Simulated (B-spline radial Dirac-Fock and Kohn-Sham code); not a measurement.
# Kohn-Sham estimates against Dirac-Fock for the levels of Ba⁴⁴⁺

System: the Ba⁴⁴⁺ ion in the configuration [Ne] 3s2.

The density-functional columns are spherical, spin-unpolarised Dirac-Kohn-Sham results without Breit or QED terms: −ε is minus the orbital energy of the initial state and ΔSCF the difference of two total energies. The reference in the last column comes from Dirac-Fock energy differences between relaxed states, corrected for Breit and QED terms. All numbers are from a radial finite-basis atomic code, in eV; a selection of levels is shown. For the 1s level of heavy atoms much of the gap between ΔSCF and the reference is the Breit and QED part, -137.8 eV here; for other levels the error of the functional can be larger.

| level | LDA −ε | LDA ΔSCF | Dirac-Fock |
| --- | --- | --- | --- |
| K (1s) | 40150.4 | 40583.7 | 40452.9 |
| L1 (2s) | 8664.7 | 8771.4 | 8811.5 |
| L2 (2p1/2) | 8370.2 | 8497.8 | 8476.4 |
| L3 (2p3/2) | 7974.7 | 8094.8 | 8084.7 |
| M1 (3s) | 3516.8 | 3559.8 | 3546.1 |

For the outermost level NIST gives 3546 ± 4 eV (theoretical); the differences from it are LDA −ε -29.21, LDA ΔSCF +13.78, Dirac-Fock +0.07 eV.

Values without a named source are computed, but for edge energies of neutral atoms, which are taken from tables.
